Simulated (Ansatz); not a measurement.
Ansatz (a quantum-chemistry and plane-wave program) input for BrCs, SMILES [Cs][Br] (connectivity only; charge and spin as stated), charge -1, multiplicity 2, PBE0/def2-TZVPD. Geometry: B3LYP-D3(BJ)/def2-TZVPD. The spin state was assumed, not searched. The def2 effective core potentials stand for the cores of Cs; spin–orbit coupling is left out.

Ansatz 0.2 input:
```yaml
crystal:
  periodic: [false, false, false]
  atoms:
    - {symbol: Cs, position_ang: [0.00000000, 0.00000000, -1.29923979]}
    - {symbol: Br, position_ang: [0.00000000, 0.00000000, 2.04166253]}
basis:
  gaussian:
    orbitals: def2-TZVPD
hamiltonian:
  xc: {name: PBE0}
total_charge: -1
magnetization: {spin_polarized: true, initial_magnetization: 1}
```

Output:

```
WARN ansatz: RAYON_NUM_THREADS=1 ignored (pool sized by the plan → 1); use --threads N
Functional definition: PBE0
integrals: 0.04 GiB planned
654 factors; integrals over basis functions are off by at most 5.5e-4 eV
mean field: 0.44 GiB planned
mean field evaluation 1: about -70586.7556 eV, gradient 2.3e1 eV
mean field evaluation 2: about -70586.9693 eV, gradient 2.8e1 eV
mean field evaluation 4: about -70589.6238 eV, gradient 6.5e-1 eV
mean field evaluation 8: about -70589.6447 eV, gradient 2.6e-2 eV
mean field evaluation 16: about -70589.6448 eV, gradient 1.6e-4 eV
mean field evaluation 32: about -70589.0155 eV, gradient 4.1e-2 eV
mean field -70589.64476174 eV, -2594.1215976143 hartree, gradient 2.8e-5 eV, S^2 0.750053; 9 other end points of the search recorded, 0 dependent functions left out
reference -70589.64479326 eV, -2594.1215987724 hartree; 23, 22 occupied and 66, 67 virtual orbitals, 654 factors
Total energy: -70589.64479326 eV, -2594.1215987724 hartree
```

Self-consistency was reached.

Cost: around 11 core-seconds (rough).
